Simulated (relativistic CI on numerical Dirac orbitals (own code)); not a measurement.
## Radial parameters of Kr26+

These numbers are calculated, not measured: Dirac-Coulomb-Breit CI, separate exchange-only KLI orbitals for each configuration, model QED, unscaled Slater integrals (own radial code, finite nucleus).

Slater integrals F^k, G^k are unscaled and averaged over j, outside the closed core 1s2; ζ comes from projecting the Hamiltonian with its Breit term on Σ l·s of the shell.

- 2s2 2p5 3s: ζ(2p) = 295630, G^1(2p,3s) = 61427 cm⁻¹; <r>(2p) = 0.1545, <r^2>(2p) = 0.02898, <r>(3s) = 0.4335, <r^2>(3s) = 0.2135 (bohr units).
- 2s2 2p5 3p: ζ(2p) = 295440, F^2(2p,3p) = 159170, G^0(2p,3p) = 63137, G^2(2p,3p) = 69464, ζ(3p) = 73231 cm⁻¹; <r>(2p) = 0.1546, <r^2>(2p) = 0.02904, <r>(3p) = 0.4193, <r^2>(3p) = 0.2025 (bohr units).
- 2s2 2p5 3d: ζ(2p) = 295830, F^2(2p,3d) = 208520, G^1(2p,3d) = 195300, G^3(2p,3d) = 112830, ζ(3d) = 8978.2 cm⁻¹; <r>(2p) = 0.1546, <r^2>(2p) = 0.02905, <r>(3d) = 0.3694, <r^2>(3d) = 0.1571 (bohr units).

Averages of the first 10 configurations, taken without configuration mixing, which lowers the lowest level and can move excited configurations by several eV; other configurations of the list can lie among them:

```csv
Configuration,Parity,States,Average energy above the lowest level (eV)
2s2 2p6,even,1,0.0
2s2 2p5 3s,odd,12,1668.2
2s2 2p5 3p,even,36,1730.9
2s2 2p5 3d,odd,60,1805.7
2s 2p6 3s,even,4,1891.0
2s 2p6 3p,odd,12,1951.7
2s 2p6 3d,even,20,2026.2
2s2 2p5 4s,odd,12,2253.9
2s2 2p5 4p,even,36,2279.4
2s2 2p5 4d,odd,60,2307.8
```
